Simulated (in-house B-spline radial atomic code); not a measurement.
Atomic self-consistent-field run: Se⁵⁺. Level of theory: non-relativistic Hartree-Fock with fractional occupations, spin-polarised, spherical fractional occupations, point nucleus; calculated with a B-spline radial code for spherical atoms.

In the input, 3d5,1 would mean five up and one down electron.

Command:
```bash
python run_scf.py task.json out
```
Settings:
```
Z                34
configuration    1s2 2s2 2p6 3s2 3p6 3d10 4s0,1
hamiltonian      nr
method           hf,
spin_polarised   True
```

Output (hartree, bohr):
```
 radial grid: 48 intervals, B-splines of order 8, outer radius 18.2456 bohr

 iter        energy (Eh)    residual
    1       -2381.510916    6.38e-01
    2       -2389.523405    5.50e-01
    3       -2393.489011    1.34e-01
    4       -2393.730779    3.13e-02
    5       -2393.739714    1.54e-02
    6       -2393.743635    1.78e-03
    7       -2393.743656    3.54e-04
    8       -2393.743657    2.10e-05
    9       -2393.743657    1.10e-06
   10       -2393.743657    8.47e-08

 total energy                     -2393.74366
 kinetic                            2393.7436
 electron-nucleus                  -5654.6383
 Hartree                             951.0127
 exact exchange                      -83.8617

 orbital      occ     eigenvalue          <r>       <r^2>       <1/r>       r_max
 1s up      1.000      -463.4522     0.044977  0.00270951     33.5031     0.02972
 1s down    1.000      -463.4639    0.0449761   0.0027094     33.5037     0.02972
 2s up      1.000       -63.2046     0.199325   0.0467871     7.43444      0.1678
 2s down    1.000       -63.2198     0.199285   0.0467683     7.43625      0.1677
 2p up      3.000       -56.8152     0.172742   0.0364715     7.37979      0.1334
 2p down    3.000       -56.8209     0.172737   0.0364695     7.37999      0.1334
 3s up      1.000       -11.4161     0.581547    0.388195     2.43141       0.511
 3s down    1.000       -11.4524     0.580223    0.386423     2.43824      0.5101
 3p up      3.000        -9.1559     0.590509    0.407212     2.31561       0.505
 3p down    3.000        -9.1704     0.591219    0.408553     2.31413      0.5049
 3d up      5.000        -5.1521     0.612149    0.459773     2.05993      0.4542
 3d down    5.000        -5.1614     0.614412    0.463999     2.05528      0.4544
 4s down    1.000        -2.9295      1.58903     2.82855    0.821153       1.433
```

Run time, properties included: 0.2 s on 1 thread of Intel(R) Xeon(R) Platinum 8259CL CPU @ 2.50GHz, with other jobs on the host.
